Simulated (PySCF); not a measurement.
Electronic absorption of (AgH)3 ring

Species: (AgH)3 ring, Ag3H3 (singlet state).
Hydrogens: H2, H6 on Ag1; H2, H4 on Ag3; H4, H6 on Ag5.

Computed with TDDFT CAM-B3LYP/def2-SVPD, vertical, gas phase, core orbitals frozen in the response, def2 core potentials past Kr (PySCF 2.14.0, density-fitted response routines). Geometry: PBE0-D3(BJ)/def2-SVP; no solvent, vibrations or thermal averaging. Spin–orbit coupling is left out.

```json
{"state": "S1", "E (eV)": "4.36", "E (hartree)": "0.1601", "f": "0.0000", "|μ| (D)": "0.02", "symmetry": "–", "main configurations (H = HOMO, L = LUMO)": "H-1/H→L/L+1 (98%)"}
{"state": "S2", "E (eV)": "4.64", "E (hartree)": "0.1706", "f": "0.074", "|μ| (D)": "2.05", "symmetry": "E′", "main configurations (H = HOMO, L = LUMO)": "H-1/H→L/L+1 (≥78%)"}
{"state": "S3", "E (eV)": "4.64", "E (hartree)": "0.1706", "f": "0.074", "|μ| (D)": "2.06", "symmetry": "E′", "main configurations (H = HOMO, L = LUMO)": "H-1/H→L/L+1 (≥78%)"}
{"state": "S4", "E (eV)": "4.73", "E (hartree)": "0.1739", "f": "0.0000", "|μ| (D)": "0.03", "symmetry": "–", "main configurations (H = HOMO, L = LUMO)": "H-1/H→L+2 (≥97%)"}
{"state": "S5", "E (eV)": "4.73", "E (hartree)": "0.1740", "f": "0.0000", "|μ| (D)": "0.03", "symmetry": "–", "main configurations (H = HOMO, L = LUMO)": "H-1/H→L+2 (≥97%)"}
{"state": "S6", "E (eV)": "4.81", "E (hartree)": "0.1769", "f": "0.0000", "|μ| (D)": "0.00", "symmetry": "–", "main configurations (H = HOMO, L = LUMO)": "H-1/H→L/L+1 (≥92%)"}
{"state": "S7", "E (eV)": "5.54", "E (hartree)": "0.2037", "f": "0.387", "|μ| (D)": "4.29", "symmetry": "E′", "main configurations (H = HOMO, L = LUMO)": "H-1/H→L+3 (≥72%), H-2→L/L+1 (≥11%)"}
{"state": "S8", "E (eV)": "5.54", "E (hartree)": "0.2037", "f": "0.385", "|μ| (D)": "4.28", "symmetry": "E′", "main configurations (H = HOMO, L = LUMO)": "H-1/H→L+3 (≥72%), H-2→L/L+1 (≥11%)"}
{"state": "S9", "E (eV)": "5.97", "E (hartree)": "0.2194", "f": "0.014", "|μ| (D)": "0.79", "symmetry": "E′", "main configurations (H = HOMO, L = LUMO)": "H-2→L/L+1 (≥44%), H-1/H→L+3 (≥14%)"}
{"state": "S10", "E (eV)": "5.97", "E (hartree)": "0.2195", "f": "0.014", "|μ| (D)": "0.78", "symmetry": "E′", "main configurations (H = HOMO, L = LUMO)": "H-2→L/L+1 (≥44%), H-1/H→L+3 (≥14%), H-7→L/L+1 (≥8%)"}
```

Triplets (Tamm–Dancoff): T1 3.78 eV, H-1/H→L/L+1 (≥93%); T2 3.94 eV, H-1/H→L/L+1 (≥77%); T3 3.94 eV, H-1/H→L/L+1 (≥77%).

The lowest singlet lies at 4.36 eV (285 nm, ultraviolet) and is dark (f under 0.0005); its leading configuration is HOMO-1/HOMO→LUMO/LUMO+1 (98%). The most intense listed level is S7/S8 at 5.54 eV (224 nm, f = 0.772 summed), 1.19 eV above S1. S2/S3, S4/S5, S7/S8 and S9/S10 lie within about 0.01 eV of each other in each set; the point group D3h has degenerate representations, and within a degenerate level the listed configurations can mix freely. For S1 the Löwdin share of silver is 71% in HOMO and 74% or more in LUMO (metal-centred by this measure). Weighted by f, the mean energy of these states is 5.42 eV. The listed states span 1.62 eV, and the widest gap between neighbours is 0.73 eV (S6 to S7). Symmetry labels in D3h follow from the direction of the transition dipole and are given only for states with f of 0.002 or more. Orbitals of the list HOMO-3 to LUMO+2 that lie within 0.01 eV of each other are written together with a slash and their weights summed (≥ marks a lower bound); for degenerate orbitals outside that list single weights are arbitrary. The window holds the lowest 10 singlets.
